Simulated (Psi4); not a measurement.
Cl$_{5}$Ta, singlet, geometry from GFN2-xTB (such geometries of metal compounds can be far from the true shape) (core potentials on Ta); HF/def2-SVP (Psi4).

Psi4 was given this input:
```
memory 2 GB

molecule {
0 1
Ta   -0.00000000    0.00000000    0.00000000
Cl    1.59861123   -0.60586928    1.55347509
Cl   -1.59861123    0.60586928   -1.55347509
Cl    0.28032479    2.17020709    0.55793071
Cl    1.25052377   -0.91398127   -1.64331859
Cl   -1.53084855   -1.25622582    1.08538789
}

set {
  basis def2-svp
  reference uhf
}

energy('scf')
print_variables()
```

Output, abridged:

```
   => Loading Basis Set <=

    Name: DEF2-SVP
    Role: ORBITAL
    Keyword: BASIS

    !!!  WARNING: ECP capability is in beta. Please check occupations closely.  !!!

         ---------------------------------------------------------
                                   SCF
               by Justin Turney, Rob Parrish, Andy Simmonett
                          and Daniel G. A. Smith
                              UHF Reference
         ---------------------------------------------------------

  ==> Geometry <==

    Molecular point group: c1
    Full point group: C1

    Geometry (in Angstrom), charge = 0, multiplicity = 1:

       Center              X                  Y                   Z               Mass
    ------------   -----------------  -----------------  -----------------  -----------------
         TA          -0.000000000983     0.000000000000    -0.000000000983   180.947995800000
         CL           1.598611229017    -0.605869280000     1.553475089017    34.968852682000
         CL          -1.598611230983     0.605869280000    -1.553475090983    34.968852682000
         CL           0.280324789017     2.170207090000     0.557930709017    34.968852682000
         CL           1.250523769017    -0.913981270000    -1.643318590983    34.968852682000
         CL          -1.530848550983    -1.256225820000     1.085387889017    34.968852682000

  Running in c1 symmetry.

  Rotational constants: A =      0.03151  B =      0.02631  C =      0.02631 [cm^-1]
  Rotational constants: A =    944.65386  B =    788.82114  C =    788.82114 [MHz]
  Nuclear repulsion =  691.065410401081067

  Charge       = 0
  Multiplicity = 1
  Electrons    = 98
  Nalpha       = 49
  Nbeta        = 49

  ==> Algorithm <==

  SCF Algorithm Type is DF.
  DIIS enabled.
  MOM disabled.
  Fractional occupation disabled.
  Guess Type is SAD.
  Energy threshold   = 1.00e-06
  Density threshold  = 1.00e-06
  Integral threshold = 1.00e-12

  ==> Primary Basis <==

  Basis Set: DEF2-SVP
    Blend: DEF2-SVP
    Number of shells: 52
    Number of basis functions: 122
    Number of Cartesian functions: 132
    Spherical Harmonics?: true
    Max angular momentum: 3

  Core potential: DEF2-SVP
    Number of shells: 4
    Number of ECP primitives: 10
    Number of ECP core electrons: 60
    Max angular momentum: 3

   => Loading Basis Set <=

    Name: (DEF2-SVP AUX)
    Role: JKFIT
    Keyword: DF_BASIS_SCF

  ==> Integral Setup <==

  SCF_SUBTYPE=INCORE selected. In-core MEM_DF algorithm will be used.
  Using in-core AOs.

  ==> MemDFJK: Density-Fitted J/K Matrices <==

    J tasked:                   Yes
    K tasked:                   Yes
    wK tasked:                   No
    Algorithm:                 Core
    Schwarz Cutoff:           1E-12
    Mask sparsity (%):       7.0680
    Fitting Condition:        1E-10

   => Auxiliary Basis Set <=

  Basis Set: (DEF2-SVP AUX)
    Blend: DEF2-UNIVERSAL-JKFIT
    Number of shells: 235
    Number of basis functions: 867
    Number of Cartesian functions: 1116
    Spherical Harmonics?: true
    Max angular momentum: 6

  Minimum eigenvalue in the overlap matrix is 6.1052948782E-03.
  Reciprocal condition number of the overlap matrix is 1.4989245136E-03.
    Using symmetric orthogonalization.

  ==> Pre-Iterations <==

  SCF Guess: Superposition of Atomic Densities via on-the-fly atomic UHF (no occupation information).

   -------------------------
    Irrep   Nso     Nmo
   -------------------------
     A        122     122
   -------------------------
    Total     122     122
   -------------------------

  ==> Iterations <==

                           Total Energy        Delta E     RMS |[F,P]|

   @DF-UHF iter SAD: -2352.65285605364124   -2.35265e+03   0.00000e+00
   @DF-UHF iter   1: -2353.13889901997482   -4.86043e-01   5.73891e-03 DIIS/ADIIS
   @DF-UHF iter   2: -2353.00659822887610    1.32301e-01   7.66811e-03 DIIS/ADIIS
   @DF-UHF iter   3: -2353.43644912422997   -4.29851e-01   5.07152e-04 DIIS/ADIIS
   @DF-UHF iter   4: -2353.44203767635463   -5.58855e-03   1.88113e-04 DIIS/ADIIS
   @DF-UHF iter   5: -2353.44319753795889   -1.15986e-03   5.74531e-05 DIIS
   @DF-UHF iter   6: -2353.44332976436272   -1.32226e-04   1.64566e-05 DIIS
   @DF-UHF iter   7: -2353.44333477540204   -5.01104e-06   4.83756e-06 DIIS
   @DF-UHF iter   8: -2353.44333539849504   -6.23093e-07   1.33140e-06 DIIS
   @DF-UHF iter   9: -2353.44333544467463   -4.61796e-08   4.46412e-07 DIIS
  Energy and wave function converged.

  ==> Post-Iterations <==

   @Spin Contamination Metric:   2.842170943E-14
   @S^2 Expected:                0.000000000E+00
   @S^2 Observed:                2.842170943E-14
   @S   Expected:                0.000000000E+00
   @S   Observed:                0.000000000E+00

    Orbital Energies [Eh]
    ---------------------

    Alpha Occupied:

[...]
      49A     -0.456969

    Alpha Virtual:

[...]
     122A    642.928858

    Beta Occupied:

[...]
      49A     -0.456969

    Beta Virtual:

[...]
     122A    642.928858

    Final Occupation by Irrep:
              A
    DOCC [    49 ]
    SOCC [     0 ]
    NA   [    49 ]
    NB   [    49 ]

  @DF-UHF Final Energy: -2353.44333544467463

   => Energetics <=

    Nuclear Repulsion Energy =            691.0654104010810670
    One-Electron Energy =               -4647.5479304778127698
    Two-Electron Energy =                1603.0391846320574132
    Total Energy =                      -2353.4433354446746307

  UHF NO Occupations:
  HONO-2 :   47  A 2.0000000
  HONO-1 :   48  A 2.0000000
  HONO-0 :   49  A 2.0000000
  LUNO+0 :   50  A 0.0000000
  LUNO+1 :   51  A 0.0000000
  LUNO+2 :   52  A 0.0000000
  LUNO+3 :   53  A 0.0000000

Computation Completed

Properties will be evaluated at   0.000000,   0.000000,   0.000000 [a0]

Properties computed using the SCF density matrix

 Multipole Moments:

 ------------------------------------------------------------------------------------
     Multipole            Electronic (a.u.)      Nuclear  (a.u.)        Total (a.u.)
 ------------------------------------------------------------------------------------

 L = 1.  Multiply by 2.5417464519 to convert [e a0] to [Debye]
 Dipole X            :          0.0000045            0.0000001            0.0000046
 Dipole Y            :         -0.0000133           -0.0000000           -0.0000133
 Dipole Z            :         -0.0000084            0.0000001           -0.0000083
 Magnitude           :                                                    0.0000163

 ------------------------------------------------------------------------------------

  Variable Map:
  ----------------------------------------------------------------------------
[...]
  Array Variable Map:
  ----------------------------------------------------------------------------
[...]
[...]
```
